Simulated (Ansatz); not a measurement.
Stepwise reaction of `COB(C)OC` with hydrogen fluoride, as a gas-phase model of exchange steps in deposition or etching. ΔE in kJ/mol.

Computed with Ansatz on PBE0-D4/def2-TZVP structures; ΔE is electronic, products minus reactants. CCSD(T)/CBS adds triple-zeta CCSD(T) − MP2 to the extrapolated MP2 energy (def2 sets, frozen cores). This one scheme is used for every species. DFT in def2-TZVPP. B3LYP here is the variant with VWN-RPA as its local correlation; programs differ in this. One conformer a species, not always the lowest.

```csv
step,reaction,PBE-D4,B3LYP-D4,ωB97M-V,CCSD(T)/CBS
1,`COB(C)OC` + H–F → `COB(C)F` + CH₃OH,-13.1,-13.8,-14.1,-7.8
2,`COB(C)F` + H–F → `CB(F)F` + CH₃OH,-15.6,-17.1,-17.6,-12.3
```

Problem. By hand: ΔE of the 2 steps together at CCSD(T)/CBS.

Solution. (-7.8) + (-12.3) = -20.1 kJ/mol, or -10.1 kJ/mol a step.

In ΔE the steps differ by no more than 4.5 kJ/mol. All are downhill at CCSD(T)/CBS. PBE-D4 differs from CCSD(T)/CBS by -5.3 to -3.3 kJ/mol a step. Isolated molecules leave out the surface, adducts and barriers. Largest T1 diagnostic: 0.012.
